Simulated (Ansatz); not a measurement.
Consider the redistribution: `[OH][GeH]([F])[GeH3]` + `CO[SiH2]Cl` → `[OH][GeH2][F]` + `CO[SiH](Cl)[GeH3]`.

Calculated with Ansatz (gas phase, PBE0-D4/def2-TZVP geometries, no zero-point term in ΔE). CCSD(T)/CBS adds triple-zeta CCSD(T) − MP2 to the extrapolated MP2 energy (def2 sets, frozen cores). For Ge outer-core shells are correlated without core-valence functions, which leaves a few kJ/mol of doubt a bond. Scalar relativity is left out up to krypton. Each species was taken in one conformer, which may not be the lowest.

| species | CCSD(T)/def2-TZVPP energy (Eh) |
| --- | --- |
| `[OH][GeH]([F])[GeH3]` | -4329.15997 |
| `CO[SiH2]Cl` | -865.03531 |
| `[OH][GeH2][F]` | -2252.34396 |
| `CO[SiH](Cl)[GeH3]` | -2941.84154 |

(1) Work out ΔE.

Largest T1 diagnostic among the species: 0.012.

Answers

(1) ΔE = (-2252.34396) + (-2941.84154) − (-4329.15997) − (-865.03531) = 0.00978 Eh = +25.7 kJ/mol. CCSD(T)/CBS gives +25.4 kJ/mol.

The D4 term adds −3.2 kJ/mol with B3LYP and −1.9 kJ/mol with PBE0; it sums over pairs of atoms, weighted by their polarisabilities, and B3LYP, whose exchange is more repulsive, gets the larger term. Leaving LDA and LC-ωPBE aside and taking each functional with its dispersion term where it has one, the values, not all of them listed here, spread over 10.8 kJ/mol, from B97M-V to B2PLYP. LDA lies −3.4 kJ/mol from PBE without D4.

B3LYP here is the variant with VWN-RPA as its local correlation; programs differ in this.
